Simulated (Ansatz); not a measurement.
Input file for Ansatz (an electronic-structure program): R-B3LYP/def2-TZVPPD on CH4O2Si (a complex), monomers drawn apart or pushed together. Files ending in .json are basis or fitting sets from the Basis Set Exchange.

Ansatz 0.2 input:
```yaml
crystal:
  periodic: [false, false, false]
  atoms:
    - {symbol: Si, position_ang: [0.11359857, 0.08073255, 0.20799973]}
    - {symbol: H, position_ang: [0.29234672, 1.46290707, -0.28733657]}
    - {symbol: H, position_ang: [-1.16901549, -0.02107690, 0.94080026]}
    - {symbol: H, position_ang: [1.22275424, -0.26374169, 1.12646178]}
    - {symbol: H, position_ang: [0.10614619, -0.86436804, -0.93038835]}
    - {symbol: O, position_ang: [-0.42539479, -1.36809888, 5.36151562]}
    - {symbol: C, position_ang: [-0.30805278, -0.21615646, 5.30441790]}
    - {symbol: O, position_ang: [-0.19065697, 0.93633960, 5.24792226]}
basis:
  gaussian:
    orbitals: def2-TZVPPD.json
hamiltonian:
  xc: {name: B3LYP}
scf: {lower_state_search: off}
```

Q: Give the final energy of this run.

A: -480.5880 hartree.
